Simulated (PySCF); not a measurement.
**Correlation energy of Bi (bismuth, neutral)**

[Xe] 4f14 5d10 6s2 6p2 7s1, 7s spin antiparallel (an excited configuration). All numbers are calculated (PySCF 2.14, a scalar-relativistic core potential, in aug-cc-pwCVDZ-PP with ECP60MDF). Frozen: 5s2 5p6 5d10; 5 electrons correlated.

MP2 pair energies summed by pair of shells (mhartree):

```
 pair  energy  share (%)
6s-6p  -19.60       45.1
6s-6s  -10.35       23.8
6p-7s   -6.58       15.1
6s-7s   -3.74        8.6
6p-6p   -3.16        7.3
```

Total MP2 correlation energy: -43.43 mhartree.

Same-spin part -8.21 and opposite-spin part -35.22 mhartree; SCS-MP2 scales them by 1/3 and 6/5 to -45.00 mhartree.

Spin-orbit coupling is strong in this species, so the high-spin LS determinant is a model state.
